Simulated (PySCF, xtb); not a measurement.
C₄H₉N, SMILES C/C=N/CC.

GFN2-xTB run with xtb 6.7.1 at its own geometry gives an orbital gap of 3.89 eV and a dipole moment of 1.33 D.

Geometry optimised at PBE0-D3(BJ)/def2-SVP. The structure was generated by enumeration; whether it is a known compound was not checked. Other conformers were not sampled.

Q: What does PBE/def2-TZVP (PySCF) give? (Estimate from the structure and the level; the computed values follow.)

A: gap 4.65 eV (levels -5.70 and -1.05 eV), dipole 1.27 D.
